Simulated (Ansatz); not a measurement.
One change: `CB[SiH](C)F` becomes `C[SiH](F)B[SiH3]`.

Ansatz, PBE0-D4/def2-TZVP geometries, multiplicity 1. Each molecule was computed in one conformer, which needn't be the lowest.

```tsv
property	`CB[SiH](C)F`
LUMO energy (PBE/def2-TZVPP) / eV	-2.88
LUMO energy (B3LYP/def2-TZVPP) / eV	-2.12
HOMO–LUMO gap (PBE0/def2-TZVPP) / eV	5.76
HOMO–LUMO gap (ωB97M-V/def2-TZVPP) / eV	9.87
HOMO–LUMO gap (PBE/def2-TZVPP) / eV	3.53
size of the dipole moment (B3LYP/def2-TZVPP) / D	2.27
```

Task: What does the change do to each property? (Best estimate.)

Result: Ansatz gave: 
```csv
property,`C[SiH](F)B[SiH3]`,shift
LUMO energy (PBE/def2-TZVPP) / eV,-3.84,-0.96
LUMO energy (B3LYP/def2-TZVPP) / eV,-3.07,-0.95
HOMO–LUMO gap (PBE0/def2-TZVPP) / eV,4.91,-0.85
HOMO–LUMO gap (ωB97M-V/def2-TZVPP) / eV,8.98,-0.89
HOMO–LUMO gap (PBE/def2-TZVPP) / eV,2.77,-0.76
size of the dipole moment (B3LYP/def2-TZVPP) / D,1.91,-0.36
```

With PBE0 the HOMO falls by 0.14 eV and the LUMO falls by 0.99 eV, so the gap narrows by about 0.85 eV. PBE moves the HOMO by -0.20 eV and ωB97M-V by -0.08 eV. Dipoles are sizes alone; their direction can turn.

B3LYP here is the variant with VWN-RPA as its local correlation; programs differ in this.
